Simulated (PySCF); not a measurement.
C₆ coefficients of unlike pairs at PBE

Calculated with PySCF 2.14 from the dipole response of each species, C₆(A,B) = (3/π) ∫ α_A(iu) α_B(iu) du, in atomic units, from isotropic polarisabilities. For ions this is the dispersion term alone; charge-induced terms of lower order in 1/R come first.

```json
{"species": "Se³⁺", "configuration": "[Ar] 3d10 4s2 4p1 (2P)", "basis": "aug-cc-pwCVDZ-PP with ECP10MDF (6s5p4d1f)", "relativity": "core potential", "α (bohr³)": "6.456", "C₆ (like pair)": "22.21"}
{"species": "Sc³⁺", "configuration": "[Ar] (1S)", "basis": "x2c-QZVPPall with one added diffuse shell each of s, p, d, f, g type (12s8p6d4f3g)", "relativity": "spin-free X2C", "α (bohr³)": "2.135", "C₆ (like pair)": "5.561"}
{"species": "S³⁺", "configuration": "[Ne] 3s2 3p1 (2P)", "basis": "aug-cc-pV(T+d)Z with one added diffuse shell each of s, p, d, f type (7s6p5d3f)", "relativity": "none", "α (bohr³)": "5.341", "C₆ (like pair)": "14.16"}
{"species": "Cs", "configuration": "[Xe] 6s1 (2S)", "basis": "x2c-TZVPPall with one added diffuse shell each of s, p, d type (12s8p7d2f1g)", "relativity": "spin-free X2C", "α (bohr³)": "465.9", "C₆ (like pair)": "8481"}
```

(1) Estimate C₆ for S³⁺ with Se³⁺.

No spin-orbit coupling is included.

The other pairs:

```json
{"pair": "S³⁺, Sc³⁺", "C₆": "8.155"}
{"pair": "Cs, Se³⁺", "C₆": "252.4"}
{"pair": "Cs, Sc³⁺", "C₆": "93.57"}
{"pair": "Cs, S³⁺", "C₆": "206.6"}
{"pair": "Sc³⁺, Se³⁺", "C₆": "10.41"}
```

Answers

(1) The integral gives 17.71. The combination rule 2 C_A C_B / (C_A α_B/α_A + C_B α_A/α_B) gives 17.73 and the geometric mean 17.74.
